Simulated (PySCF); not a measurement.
Excitations are Tamm–Dancoff values on a coarser integration grid. The basis has no diffuse functions, so Rydberg states are missing or too high.

**HBI$_{2}$, SMILES `IBI` (charge 0, multiplicity 1)**

Level of theory: PBE0-D3(BJ)/def2-TZVP in PySCF 2.14.0.

- HOMO: -7.63 eV
- dipole moment: 0.13 D
- LUMO: -2.36 eV
- HOMO–LUMO gap: 5.27 eV
- S1 excitation (TDA): 3.87 eV
- S1 oscillator strength: 0.000
- brightest of the four lowest singlets (TDA): 4.82 eV
- T1 excitation (TDA): 3.70 eV
- S1–T1 gap (TDA): 0.18 eV
- total energy: -620.9094 Ha
- cost: roughly 30 core-seconds

```xyz
4

I     -0.7907     1.7455    -0.8621
B      0.2016    -0.0199    -0.3070
I     -0.7628    -1.5922     0.6967
H      1.3519    -0.1334    -0.5709
```
